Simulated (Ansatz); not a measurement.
Ansatz (a program for electronic structure) input file for H2O2S2, SMILES OSSO, B3LYP-D3(BJ)/def2-SVP. 

Ansatz 0.2 input:
```yaml
crystal:
  periodic: [false, false, false]
  atoms:
    - {symbol: O, position_ang: [1.82011956, -0.42572746, -0.67709144]}
    - {symbol: S, position_ang: [0.89420624, 0.42304019, 0.43190725]}
    - {symbol: S, position_ang: [-0.89420624, -0.42304019, 0.43190725]}
    - {symbol: O, position_ang: [-1.82011955, 0.42572745, -0.67709145]}
    - {symbol: H, position_ang: [1.91218024, 0.07658071, -1.49378442]}
    - {symbol: H, position_ang: [-1.91218024, -0.07658071, -1.49378443]}
basis:
  gaussian:
    orbitals: def2-SVP
hamiltonian:
  xc: b3lyp
  dispersion: d3bj
relax: {f_tol: 0.002, max_steps: 200}
```

Log of the run:

```
WARN ansatz: RAYON_NUM_THREADS=1 ignored (pool sized by the plan → 1); use --threads N
Functional definition: B3LYP
integrals: 0.02 GiB planned
744 factors; integrals over basis functions are off by at most 2.2e-4 eV
mean field: 0.23 GiB planned
mean field evaluation 1: about -25779.9933 eV, gradient 6.2e1 eV
mean field evaluation 2: about -25757.2103 eV, gradient 1.2e2 eV
mean field evaluation 4: about -25786.6733 eV, gradient 3.2e0 eV
mean field evaluation 8: about -25786.7024 eV, gradient 2.0e-2 eV
mean field evaluation 16: about -25786.7024 eV, gradient 2.2e-5 eV
mean field -25786.70235292 eV, -947.6438326151 hartree, gradient 2.2e-5 eV, S^2 0.000000; 0 other end points of the search recorded, 0 dependent functions left out
the calculation of the forces begins
reference -25786.70252302 eV, -947.6438388664 hartree; 25, 25 occupied and 49, 49 virtual orbitals, 744 factors
relax step   1: F+E_penalty+E_count = -25786.93089248 eV  Δ(F+E_penalty+E_count) = +0.000e0 eV  max|allowed force component| = 5.300e-1 eV/Å  Δτ_max = 0.0000 Å  (27 SCF iters, accepted)
these checks for a lower state are left out or cut short: starts, cluster_reference, orbital_swaps, neighbouring_geometries, increment
integrals: 0.02 GiB planned
744 factors; integrals over basis functions are off by at most 2.6e-4 eV
mean field: 0.23 GiB planned
mean field -25786.69012728 eV, -947.6433833314 hartree, gradient 2.7e-5 eV, S^2 0.000000; 0 other end points of the search recorded, 0 dependent functions left out
the calculation of the forces begins
reference -25786.69030196 eV, -947.6433897506 hartree; 25, 25 occupied and 49, 49 virtual orbitals, 744 factors
relax step   2: F+E_penalty+E_count = -25786.91787700 eV  Δ(F+E_penalty+E_count) = +1.302e-2 eV  max|allowed force component| = 1.477e0 eV/Å  Δτ_max = 0.1682 Å  (31 SCF iters, rejected (line search))
these checks for a lower state are left out or cut short: starts, cluster_reference, orbital_swaps, neighbouring_geometries, increment
integrals: 0.02 GiB planned
744 factors; integrals over basis functions are off by at most 2.4e-4 eV
mean field: 0.23 GiB planned
mean field evaluation 32: about -25786.7487 eV, gradient 2.2e-5 eV
mean field -25786.74873146 eV, -947.6455369952 hartree, gradient 2.2e-5 eV, S^2 0.000000; 0 other end points of the search recorded, 0 dependent functions left out
the calculation of the forces begins
reference -25786.74890321 eV, -947.6455433067 hartree; 25, 25 occupied and 49, 49 virtual orbitals, 744 factors
relax step   3: F+E_penalty+E_count = -25786.97588543 eV  Δ(F+E_penalty+E_count) = -4.499e-2 eV  max|allowed force component| = 5.373e-1 eV/Å  Δτ_max = 0.0803 Å  (29 SCF iters, accepted)
these checks for a lower state are left out or cut short: starts, cluster_reference, orbital_swaps, neighbouring_geometries, increment
integrals: 0.02 GiB planned
744 factors; integrals over basis functions are off by at most 2.4e-4 eV
mean field: 0.23 GiB planned
mean field -25786.75570555 eV, -947.6457932880 hartree, gradient 7.4e-6 eV, S^2 0.000000; 0 other end points of the search recorded, 0 dependent functions left out
the calculation of the forces begins
reference -25786.75587563 eV, -947.6457995385 hartree; 25, 25 occupied and 49, 49 virtual orbitals, 744 factors
relax step   4: F+E_penalty+E_count = -25786.98390560 eV  Δ(F+E_penalty+E_count) = -8.020e-3 eV  max|allowed force component| = 1.749e-1 eV/Å  Δτ_max = 0.0560 Å  (28 SCF iters, accepted)
these checks for a lower state are left out or cut short: starts, cluster_reference, orbital_swaps, neighbouring_geometries, increment
integrals: 0.02 GiB planned
744 factors; integrals over basis functions are off by at most 2.3e-4 eV
mean field: 0.23 GiB planned
mean field -25786.75814516 eV, -947.6458829421 hartree, gradient 9.4e-6 eV, S^2 0.000000; 0 other end points of the search recorded, 0 dependent functions left out
the calculation of the forces begins
reference -25786.75831511 eV, -947.6458891876 hartree; 25, 25 occupied and 49, 49 virtual orbitals, 744 factors
relax step   5: F+E_penalty+E_count = -25786.98601826 eV  Δ(F+E_penalty+E_count) = -2.113e-3 eV  max|allowed force component| = 5.752e-2 eV/Å  Δτ_max = 0.0155 Å  (28 SCF iters, accepted)
these checks for a lower state are left out or cut short: starts, cluster_reference, orbital_swaps, neighbouring_geometries, increment
integrals: 0.02 GiB planned
744 factors; integrals over basis functions are off by at most 2.3e-4 eV
mean field: 0.23 GiB planned
mean field -25786.75844359 eV, -947.6458939091 hartree, gradient 9.2e-6 eV, S^2 0.000000; 0 other end points of the search recorded, 0 dependent functions left out
the calculation of the forces begins
reference -25786.75861348 eV, -947.6459001526 hartree; 25, 25 occupied and 49, 49 virtual orbitals, 744 factors
relax step   6: F+E_penalty+E_count = -25786.98658287 eV  Δ(F+E_penalty+E_count) = -5.646e-4 eV  max|allowed force component| = 2.811e-2 eV/Å  Δτ_max = 0.0077 Å  (29 SCF iters, accepted)
these checks for a lower state are left out or cut short: starts, cluster_reference, orbital_swaps, neighbouring_geometries, increment
integrals: 0.02 GiB planned
744 factors; integrals over basis functions are off by at most 2.3e-4 eV
mean field: 0.23 GiB planned
mean field evaluation 64: about -25786.7584 eV, gradient 7.5e-6 eV
mean field -25786.75841226 eV, -947.6458927581 hartree, gradient 7.5e-6 eV, S^2 0.000000; 0 other end points of the search recorded, 0 dependent functions left out
the calculation of the forces begins
reference -25786.75858214 eV, -947.6458990007 hartree; 25, 25 occupied and 49, 49 virtual orbitals, 744 factors
relax step   7: F+E_penalty+E_count = -25786.98665669 eV  Δ(F+E_penalty+E_count) = -7.382e-5 eV  max|allowed force component| = 9.832e-3 eV/Å  Δτ_max = 0.0032 Å  (24 SCF iters, accepted)
these checks for a lower state are left out or cut short: starts, cluster_reference, orbital_swaps, neighbouring_geometries, increment
integrals: 0.02 GiB planned
744 factors; integrals over basis functions are off by at most 2.3e-4 eV
mean field: 0.23 GiB planned
mean field -25786.75828255 eV, -947.6458879912 hartree, gradient 9.2e-6 eV, S^2 0.000000; 0 other end points of the search recorded, 0 dependent functions left out
the calculation of the forces begins
reference -25786.75845223 eV, -947.6458942269 hartree; 25, 25 occupied and 49, 49 virtual orbitals, 744 factors
relax step   8: F+E_penalty+E_count = -25786.98637464 eV  Δ(F+E_penalty+E_count) = +2.821e-4 eV  max|allowed force component| = 4.297e-2 eV/Å  Δτ_max = 0.0083 Å  (28 SCF iters, rejected (line search))
these checks for a lower state are left out or cut short: starts, cluster_reference, orbital_swaps, neighbouring_geometries, increment
integrals: 0.02 GiB planned
744 factors; integrals over basis functions are off by at most 2.3e-4 eV
mean field: 0.23 GiB planned
mean field -25786.75845108 eV, -947.6458941845 hartree, gradient 6.2e-6 eV, S^2 0.000000; 0 other end points of the search recorded, 0 dependent functions left out
the calculation of the forces begins
reference -25786.75862096 eV, -947.6459004273 hartree; 25, 25 occupied and 49, 49 virtual orbitals, 744 factors
relax step   9: F+E_penalty+E_count = -25786.98667294 eV  Δ(F+E_penalty+E_count) = -1.625e-5 eV  max|allowed force component| = 6.895e-4 eV/Å  Δτ_max = 0.0021 Å  (24 SCF iters, accepted)
integrals: 0.02 GiB planned
744 factors; integrals over basis functions are off by at most 2.3e-4 eV
mean field: 0.23 GiB planned
mean field evaluation 96: about -25786.7585 eV, gradient 6.2e-6 eV
mean field -25786.75845108 eV, -947.6458941845 hartree, gradient 6.2e-6 eV, S^2 0.000000; 1 other end points of the search recorded, 0 dependent functions left out
the calculation of the forces begins
reference -25786.75862096 eV, -947.6459004273 hartree; 25, 25 occupied and 49, 49 virtual orbitals, 744 factors
Total energy: -25786.98684282 eV, -947.6542874260 hartree
Atom 0 at     1.856432    -0.421490    -0.681111 Å, force     0.000595    -0.000635     0.000510 eV/Å
Atom 1 at     0.921109     0.413182     0.456058 Å, force    -0.000526    -0.000056     0.000179 eV/Å
Atom 2 at    -0.921109    -0.413182     0.456058 Å, force     0.000526     0.000056     0.000179 eV/Å
Atom 3 at    -1.856432     0.421490    -0.681111 Å, force    -0.000595     0.000635     0.000510 eV/Å
Atom 4 at     1.794430     0.072676    -1.513916 Å, force    -0.000093     0.000421    -0.000690 eV/Å
Atom 5 at    -1.794430    -0.072676    -1.513916 Å, force     0.000093    -0.000421    -0.000690 eV/Å
Dipole moment:    -0.000000     0.000000    -0.441434 e Å
```

Self-consistency was reached.
